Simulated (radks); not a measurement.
Values are calculated unless marked as measured or tabulated.
Species: the silver ion Ag+. Configuration: [Ar] 3d10 4s1.75 4p6 4d10 4f0.25 (fractional occupations, a model configuration). Code: a radial shooting solver on a logarithmic mesh with Libxc functionals. Model: scalar-relativistic Kohn-Sham, TASK exchange with Perdew-Wang LDA correlation, spin-polarised, spherical densities, finite nucleus; open shells are filled with parallel spins first (spin-orbit coupling, left out, can overturn this in heavy ions); meta-GGA in the generalised Kohn-Sham scheme; Fermi nuclear charge, rms radius 4.5454 fm.

Normalised radial functions P(r) = r R(r), r in bohr:

| r | 4p up | 4p down | 4d up |
|---|---|---|---|
| 0.001069 | 0.0009 | 0.0009 | 0.0000 |
| 0.001264 | 0.0012 | 0.0011 | 0.0000 |
| 0.001496 | 0.0016 | 0.0015 | 0.0000 |
| 0.001769 | 0.0021 | 0.0021 | 0.0000 |
| 0.002093 | 0.0028 | 0.0028 | 0.0000 |
| 0.002476 | 0.0038 | 0.0038 | 0.0000 |
| 0.002929 | 0.0051 | 0.0051 | 0.0000 |
| 0.003464 | 0.0069 | 0.0069 | 0.0000 |
| 0.004098 | 0.0093 | 0.0093 | 0.0001 |
| 0.004848 | 0.0125 | 0.0125 | 0.0001 |
| 0.005735 | 0.0168 | 0.0168 | 0.0002 |
| 0.006784 | 0.0225 | 0.0225 | 0.0003 |
| 0.008025 | 0.0301 | 0.0300 | 0.0005 |
| 0.009493 | 0.0401 | 0.0400 | 0.0008 |
| 0.01123 | 0.0530 | 0.0529 | 0.0012 |
| 0.01328 | 0.0697 | 0.0695 | 0.0020 |
| 0.01571 | 0.0908 | 0.0906 | 0.0031 |
| 0.01859 | 0.1172 | 0.1169 | 0.0049 |
| 0.02199 | 0.1494 | 0.1490 | 0.0076 |
| 0.02601 | 0.1875 | 0.1870 | 0.0118 |
| 0.03077 | 0.2309 | 0.2304 | 0.0181 |
| 0.0364 | 0.2781 | 0.2774 | 0.0273 |
| 0.04306 | 0.3256 | 0.3248 | 0.0408 |
| 0.05093 | 0.3680 | 0.3671 | 0.0600 |
| 0.06025 | 0.3972 | 0.3962 | 0.0865 |
| 0.07127 | 0.4029 | 0.4019 | 0.1219 |
| 0.08431 | 0.3736 | 0.3727 | 0.1675 |
| 0.09974 | 0.2987 | 0.2980 | 0.2233 |
| 0.118 | 0.1725 | 0.1721 | 0.2871 |
| 0.1396 | -0.0014 | -0.0014 | 0.3539 |
| 0.1651 | -0.2057 | -0.2052 | 0.4148 |
| 0.1953 | -0.4077 | -0.4068 | 0.4573 |
| 0.231 | -0.5613 | -0.5600 | 0.4655 |
| 0.2733 | -0.6164 | -0.6148 | 0.4237 |
| 0.3233 | -0.5340 | -0.5326 | 0.3199 |
| 0.3824 | -0.3037 | -0.3029 | 0.1521 |
| 0.4524 | 0.0441 | 0.0442 | -0.0681 |
| 0.5351 | 0.4431 | 0.4420 | -0.3167 |
| 0.633 | 0.8105 | 0.8086 | -0.5627 |
| 0.7488 | 1.0592 | 1.0572 | -0.7648 |
| 0.8858 | 1.1394 | 1.1380 | -0.8912 |
| 1.048 | 1.0548 | 1.0546 | -0.9274 |
| 1.24 | 0.8567 | 0.8578 | -0.8794 |
| 1.466 | 0.6162 | 0.6181 | -0.7691 |
| 1.735 | 0.3931 | 0.3951 | -0.6241 |
| 2.052 | 0.2205 | 0.2222 | -0.4698 |
| 2.427 | 0.1064 | 0.1077 | -0.3262 |
| 2.871 | 0.0429 | 0.0436 | -0.2075 |
| 3.397 | 0.0140 | 0.0143 | -0.1205 |
| 4.018 | 0.0036 | 0.0037 | -0.0633 |
| 4.753 | 0.0007 | 0.0007 | -0.0295 |
| 5.623 | 0.0001 | 0.0001 | -0.0119 |
| 6.651 | 0.0000 | 0.0000 | -0.0040 |
| 7.868 | 0.0000 | 0.0000 | -0.0011 |
| 9.307 | 0.0000 | 0.0000 | -0.0002 |
| 11.01 | 0.0000 | 0.0000 | 0.0000 |
| 13.02 | 0.0000 | 0.0000 | 0.0000 |
| 15.41 | 0.0000 | 0.0000 | 0.0000 |
| 18.22 | 0.0000 | 0.0000 | 0.0000 |
| 21.56 | 0.0000 | 0.0000 | 0.0000 |
| 25.5 | 0.0000 | 0.0000 | 0.0000 |
| 30.17 | 0.0000 | 0.0000 | 0.0000 |
| 35.69 | 0.0000 | 0.0000 | 0.0000 |
| 42.22 | 0.0000 | 0.0000 | 0.0000 |

4p up: eigenvalue -72.477 eV, 2 radial nodes at r = 0.139, 0.444 bohr, <r> = 1.01 bohr, 90 % of the charge inside 1.49 bohr. 4p down: eigenvalue -72.124 eV, 2 radial nodes at r = 0.139, 0.444 bohr, <r> = 1.01 bohr, 90 % of the charge inside 1.50 bohr. 4d up: eigenvalue -18.655 eV, 1 radial node at r = 0.431 bohr, <r> = 1.33 bohr, 90 % of the charge inside 2.10 bohr.

Empty levels of this run are not shown, since the potential may be unsettled where no density lies.
